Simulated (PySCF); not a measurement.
**Spinor energies of Nb²³⁺ (niobium, charge +23)**

Start: [Ar]. Calculated with PySCF 2.14 in an even-tempered Gaussian basis (19 s from 3 bohr⁻², ratio 2.4; 14 p from 3.8 bohr⁻², ratio 2.4; 5 d from 18 bohr⁻², ratio 2.6; 4 f from 27 bohr⁻², ratio 2.6): generalised Hartree-Fock with the X2C-1e Hamiltonian and a Gaussian nucleus; one run each with spin-orbit coupling (SO) switched off, then screened by Boettger's factors.

```json
{"spinor shell": "1s1/2", "electrons": "2", "ε, spin-free (eV)": "-20067.8", "ε, screened SO (eV)": "-20067.0", "weight of nominal j (screened SO)": "1.000", "rms radius, screened SO (bohr)": "0.0415"}
{"spinor shell": "2s1/2", "electrons": "2", "ε, spin-free (eV)": "-3708.8", "ε, screened SO (eV)": "-3708.5", "weight of nominal j (screened SO)": "1.000", "rms radius, screened SO (bohr)": "0.169"}
{"spinor shell": "2p1/2", "electrons": "2", "ε, spin-free (eV)": "-3412.4", "ε, screened SO (eV)": "-3479.4", "weight of nominal j (screened SO)": "1.000", "rms radius, screened SO (bohr)": "0.147"}
{"spinor shell": "2p3/2", "electrons": "4", "ε, spin-free (eV)": "-3412.4", "ε, screened SO (eV)": "-3380.9", "weight of nominal j (screened SO)": "1.000", "rms radius, screened SO (bohr)": "0.151"}
{"spinor shell": "3s1/2", "electrons": "2", "ε, spin-free (eV)": "-1288.2", "ε, screened SO (eV)": "-1288.1", "weight of nominal j (screened SO)": "1.000", "rms radius, screened SO (bohr)": "0.425"}
{"spinor shell": "3p1/2", "electrons": "2", "ε, spin-free (eV)": "-1183.9", "ε, screened SO (eV)": "-1198.4", "weight of nominal j (screened SO)": "1.000", "rms radius, screened SO (bohr)": "0.415"}
{"spinor shell": "3p3/2", "electrons": "4", "ε, spin-free (eV)": "-1183.9", "ε, screened SO (eV)": "-1177.0", "weight of nominal j (screened SO)": "1.000", "rms radius, screened SO (bohr)": "0.422"}
```

| quantity | spin-free | screened SO |
| --- | --- | --- |
| E (hartree) | -3492.09313 | -3492.50575 |
| M_J | 0 | 0 |
| ⟨J²⟩ | 0.000 | 0.000 |
| ⟨L²⟩ | 0.000 | 0.004 |
| ⟨S²⟩ | 0.000 | 0.004 |

Breit and QED terms are absent; they matter most for the inner s and p1/2 levels.

Densities and radii are taken from the X2C orbitals without a picture-change correction, which distorts them close to the nucleus.

Without spin-orbit coupling the j labels of p, d and f shells carry no meaning; the spin-free column gives the mean over the occupied spinors of each nl shell.
